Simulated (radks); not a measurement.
The vanadium ion V+ inside a hard spherical wall (all orbitals vanish at R), configuration held at [Ar] 3d4 and not refilled when levels cross. Method: scalar-relativistic Kohn-Sham, PBE, spin-unpolarised, spherical densities, finite nucleus; Fermi nuclear charge, rms radius 3.6002 fm; computed with a radial shooting solver on a logarithmic mesh with Libxc functionals. Eigenvalues in eV, with the zero of energy where the potential of the charges vanishes at infinity; a dash marks a level that is unbound or too diffuse for the functional's potential to be trusted. A positive occupied level is held by the wall or, in an anion where self-interaction has pushed it up, behind a barrier. The pressure on the wall is -dE/dV.

[
 {"R (bohr)": "free", "E (hartree)": "-948.73853", "kinetic (hartree)": "957.521", "e(2p)": "-505.51", "e(3s)": "-73.184", "e(3p)": "-47.182", "e(4s, empty)": "-9.496", "e(3d)": "-8.988", "e(4p, empty)": "-5.830", "pressure (GPa)": "0"},
 {"R (bohr)": "15", "E (hartree)": "-948.73853", "kinetic (hartree)": "957.521", "e(2p)": "-505.51", "e(3s)": "-73.184", "e(3p)": "-47.182", "e(4s, empty)": "-9.496", "e(3d)": "-8.988", "e(4p, empty)": "-5.830", "pressure (GPa)": "< 0.0001"},
 {"R (bohr)": "10", "E (hartree)": "-948.73850", "kinetic (hartree)": "957.521", "e(2p)": "-505.51", "e(3s)": "-73.179", "e(3p)": "-47.178", "e(4s, empty)": "-9.491", "e(3d)": "-8.984", "e(4p, empty)": "-5.793", "pressure (GPa)": "0.000883"},
 {"R (bohr)": "8", "E (hartree)": "-948.73809", "kinetic (hartree)": "957.525", "e(2p)": "-505.46", "e(3s)": "-73.134", "e(3p)": "-47.134", "e(4s, empty)": "-9.431", "e(3d)": "-8.943", "e(4p, empty)": "-5.579", "pressure (GPa)": "0.0219"},
 {"R (bohr)": "6", "E (hartree)": "-948.73210", "kinetic (hartree)": "957.564", "e(2p)": "-505.02", "e(3s)": "-72.736", "e(3p)": "-46.748", "e(4s, empty)": "-8.808", "e(3d)": "-8.583", "e(4p, empty)": "-4.288", "pressure (GPa)": "0.554"},
 {"R (bohr)": "4", "E (hartree)": "-948.64492", "kinetic (hartree)": "957.939", "e(2p)": "-501.87", "e(3s)": "-70.069", "e(3p)": "-44.183", "e(4s, empty)": "-2.885", "e(3d)": "-5.911", "e(4p, empty)": "4.255", "pressure (GPa)": "19.2"},
 {"R (bohr)": "3.5", "E (hartree)": "-948.54555", "kinetic (hartree)": "958.327", "e(2p)": "-499.52", "e(3s)": "-68.224", "e(3p)": "-42.405", "e(4s, empty)": "2.587", "e(3d)": "-3.838", "e(4p, empty)": "11.235", "pressure (GPa)": "55.6"},
 {"R (bohr)": "3", "E (hartree)": "-948.30764", "kinetic (hartree)": "959.292", "e(2p)": "-495.25", "e(3s)": "-65.107", "e(3p)": "-39.333", "e(4s, empty)": "13.613", "e(3d)": "-0.038", "e(4p, empty)": "24.433", "pressure (GPa)": "194"},
 {"R (bohr)": "2.5", "E (hartree)": "-947.62542", "kinetic (hartree)": "962.178", "e(2p)": "-486.35", "e(3s)": "-59.037", "e(3p)": "-33.071", "e(4s, empty)": "37.962", "e(3d)": "7.828", "e(4p, empty)": "51.668", "pressure (GPa)": "872"}
]
